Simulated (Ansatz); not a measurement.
K6⁻. Charge -1, multiplicity 2. Geometry r2SCAN/def2-SVPD; atoms count from 1.

Cartesian coordinates in Å:
```
K 0.274 -3.233 -0.422
K -0.288 3.240 0.380
K -3.197 -0.547 0.432
K 0.187 -0.120 3.154
K -0.183 0.135 -3.150
K 3.206 0.526 -0.395
```

Another isomer (doublet) lies 0.02 eV lower at r2SCAN/def2-TZVPD; other spin states weren't run for this one.

Q: Estimate the Mulliken populations from the PBE0/def2-TZVPD orbitals of Ansatz.

A: 
```json
{"atom": "K1", "charge (e)": "-0.17", "spin (α − β)": "0.14"}
{"atom": "K2", "charge (e)": "-0.17", "spin (α − β)": "0.15"}
{"atom": "K3", "charge (e)": "-0.17", "spin (α − β)": "0.14"}
{"atom": "K4", "charge (e)": "-0.16", "spin (α − β)": "0.21"}
{"atom": "K5", "charge (e)": "-0.16", "spin (α − β)": "0.21"}
{"atom": "K6", "charge (e)": "-0.17", "spin (α − β)": "0.15"}
```
Mulliken values and Mayer orders depend strongly on the basis. With diffuse functions, as here, like atoms can get unlike values, and bond orders can come out too low or too high.

Q: Where does the spin sit?

A: Summed by element: K 1.00, of 1 unpaired in all. Largest on single atoms: K5 0.21, K4 0.21, K2 0.15.

Q: And the Mayer bond orders between bonded heavy atoms (over 0.3)?

A: K1–K3 0.38 (4.47 Å); K1–K5 0.39 (4.36 Å); K1–K6 0.30 (4.77 Å); K2–K3 0.30 (4.77 Å); K2–K4 0.39 (4.38 Å); K2–K5 0.30 (4.70 Å); K2–K6 0.38 (4.49 Å); K3–K4 0.39 (4.36 Å); K4–K6 0.30 (4.70 Å); K5–K6 0.39 (4.38 Å).
